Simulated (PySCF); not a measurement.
Species: 4-methylvaleryl chloride, `CC(C)CCC(=O)Cl`. The columns A, B, C and D hold Mulliken, IAO, Hirshfeld and ESP-fitted charges (e) of one PBE0/pcSseg-1 density (PySCF), in a shuffled order. Coordinates in Å (GFN2-xTB); the density's dipole moment is (-2.65, -1.63, -0.75) D.

| atom | x | y | z | A | B | C | D |
| --- | --- | --- | --- | --- | --- | --- | --- |
| C1 | -1.191 | -1.380 | 0.499 | -0.420 | -0.489 | -0.118 | -0.222 |
| C2 | -0.901 | -0.156 | -0.366 | -0.088 | +0.388 | -0.015 | -0.390 |
| C3 | -2.109 | 0.780 | -0.366 | -0.416 | -0.675 | -0.116 | -0.199 |
| C4 | 0.332 | 0.609 | 0.124 | -0.252 | -0.038 | -0.067 | -0.187 |
| C5 | 1.625 | -0.201 | 0.027 | -0.307 | -0.050 | -0.072 | -0.225 |
| C6 | 2.813 | 0.628 | 0.370 | +0.379 | +0.493 | +0.194 | +0.256 |
| O7 | 2.862 | 1.746 | 0.751 | -0.343 | -0.396 | -0.190 | -0.290 |
| Cl8 | 4.328 | -0.287 | 0.146 | -0.118 | -0.197 | -0.078 | -0.134 |
| H9 | -1.298 | -1.089 | 1.542 | +0.135 | +0.129 | +0.039 | +0.107 |
| H10 | -0.398 | -2.119 | 0.424 | +0.133 | +0.102 | +0.038 | +0.116 |
| H11 | -2.117 | -1.853 | 0.182 | +0.142 | +0.125 | +0.043 | +0.118 |
| H12 | -0.720 | -0.489 | -1.395 | +0.123 | -0.013 | +0.035 | +0.117 |
| H13 | -2.313 | 1.128 | 0.644 | +0.136 | +0.164 | +0.040 | +0.106 |
| H14 | -2.992 | 0.266 | -0.737 | +0.139 | +0.177 | +0.041 | +0.115 |
| H15 | -1.926 | 1.647 | -0.996 | +0.139 | +0.153 | +0.041 | +0.114 |
| H16 | 0.179 | 0.919 | 1.159 | +0.138 | +0.032 | +0.038 | +0.126 |
| H17 | 0.448 | 1.516 | -0.473 | +0.141 | +0.028 | +0.038 | +0.134 |
| H18 | 1.759 | -0.600 | -0.982 | +0.170 | +0.024 | +0.054 | +0.165 |
| H19 | 1.608 | -1.054 | 0.710 | +0.171 | +0.043 | +0.055 | +0.174 |

Question: Which column most likely holds the ESP-fitted charges?

Answer: B. Σ q r misses the density's dipole by 0.11 D (B), 0.49 D (A), 1.12 D (D), 1.14 D (C). Charges fitted to the outside potential are the only set here that is tied to the molecule's multipoles.

Question: And the Hirshfeld charges?

Answer: C. The mean sizes are 0.069 e (C), 0.173 e (D), 0.196 e (B), 0.205 e (A), and Hirshfeld charges are commonly the smallest of these schemes.

As computed, A = IAO, B = ESP-fitted, C = Hirshfeld, D = Mulliken. Hydrogens on carbon: IAO +0.12 to +0.17, ESP-fitted -0.01 to +0.18, Hirshfeld +0.03 to +0.06, Mulliken +0.11 to +0.17 e.

The IAO scheme projects the occupied orbitals on a minimal set of polarised atomic orbitals and counts the electrons in each atom's part of it. The Mulliken scheme gives each basis function's population to the atom it is centred on and halves the overlap population of two atoms between them.

One conformer (not necessarily the lowest) at the GFN2-xTB geometry, without solvent, vibrations or thermal averaging.

The values belong to the conformer `[CH3:1][CH:2]([CH3:3])[CH2:4][CH2:5][C:6](=[O:7])[Cl:8]`: C1–C2–C4–C5 64°, C2–C4–C5–C6 174°, C4–C5–C6–O7 4°.
